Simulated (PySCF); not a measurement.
## Identify the compound

An unknown has the formula C6H11NSi2. Its calculated NMR data are:

$^{1}$H NMR (600 MHz, computed): δ 7.65 (m, 1H), 6.96 (m, 1H), 4.29 (d, 3H), 3.85 (m, 1H), 0.90 (m, 1H), 0.81 (m, 1H), 0.48 (m, 1H), 0.39 (m, 1H), -0.26 (m, 1H).

$^{13}$C{$^{1}$H} NMR (computed): δ 159.8, 152.1, 125.5, 4.0, 3.7, -5.4.

- shielding tensors at PBE0/pcSseg-1 (GIAO)
- coordinates at the PBE0-D3(BJ)/def2-SVP level
- program: PySCF 2.14.0 with density-fitted response routines
- no solvent, averaged over atoms made equivalent by symmetry, fast rotation or ring inversion, no relativistic terms, one computed conformer

Shifts are taken against calculated references (same method and geometry level): $^{1}$H, $^{13}$C against TMS.

Q: Which of these isomers gave the spectra?
A. N#C/C=C/C[SiH2]/C=C/[SiH3]
B. CC#CC#CCN([SiH3])[SiH3]
C. N#C[Si@@H](/C=C/[SiH3])C1CC1
D. N#C/C=C\C[SiH2]/C=C/[SiH3]
E. [SiH3]N([SiH3])c1ccccc1

A: C. 

- Rings plus π bonds: 4 (1 ring in the answer).
- 6 carbon signals for 6 carbons: no two carbons are equivalent.
- Carbon types of the structure: 1 × C, 3 × CH, 2 × CH2, leaving 4 H on heteroatoms.
- δC 159.8, 152.1: alkene CH; as expected for a trigonal carbon in a double bond.
- δC 125.5: nitrile carbon; this is the usual window of a C≡N carbon, which has no attached hydrogen.
- δC 4.0, 3.7, -5.4: three-membered-ring carbon; carbons of three-membered rings are unusually shielded.
- δH 7.65, 6.96: hydrogen on an alkene CH; olefinic region.
- δH 0.90, 0.81, 0.48, 0.39, -0.26: hydrogen on a three-membered-ring carbon; cyclopropane-type protons are shielded by the ring.

The others: N#C/C=C\C[SiH2]/C=C/[SiH3] would give 7 signals for carbon-bound and other non-exchanging H, not 9; N#C/C=C/C[SiH2]/C=C/[SiH3] would give 7 signals for carbon-bound and other non-exchanging H, not 9; [SiH3]N([SiH3])c1ccccc1 would give 4 carbon signals, not 6; CC#CC#CCN([SiH3])[SiH3] would give 3 signals for carbon-bound and other non-exchanging H, not 9.

Shifts are as computed. Against solution values, carbons near 30 ppm lie about +2 ppm off and those near 130 ppm about +5 ppm. Of 1211 compounds with measured shifts, 218 miss one by over three times the rms of a fit or turn the order of signals round; such compounds aren't used in these exercises. Multiplicities follow the n + 1 count of equivalent neighbours, as no J values were calculated; m marks all less simple cases, F and P coupling included.
